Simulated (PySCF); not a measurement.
## Al: excitation energy

Al [Ne] 3s2 3p1 (2P) → Al [Ne] 3s1 3p1 3d1 (high-spin determinant), as a difference of total energies. Calculation: PySCF 2.14, in x2c-QZVPPall with one added diffuse shell each of s, p, d, f type (10s7p5d3f1g, 86 functions); the spin-free X2C one-electron Hamiltonian (Gaussian nucleus). Correlated levels: valence: [Ne] frozen; valence and next inner shell: 1s2 frozen. The calculations carry no spin-orbit coupling.

```
                                method  excitation energy (eV)
                                   UHF                   7.636
                                   LDA                   8.460
                                   PBE                   8.302
                                  PBE0                   8.361
                                r2SCAN                   8.199
                               wB97X-V                   8.808
                                 HSE06                   8.331
                             CAM-B3LYP                   8.858
                             BHandHLYP                   8.706
                         MP2 (valence)                   8.474
                     SCS-MP2 (valence)                   8.757
    MP2 (valence and next inner shell)                   8.638
SCS-MP2 (valence and next inner shell)                   8.884
```

Question: How much does correlation contribute at MP2 (valence and next inner shell)?

Answer: 8.638 − (7.636) = 1.002 eV, measured against UHF.

The upper state lies above the first ionisation limit, but in LS coupling its spin forbids autoionisation to the ground ion.

The promoted electron is Rydberg-like, and one or two diffuse shells describe it only roughly, which tends to raise the upper state.

The determinant of the upper state mixes LS terms, which raises its energy above the lowest term, most at the Hartree-Fock and MP2 levels.
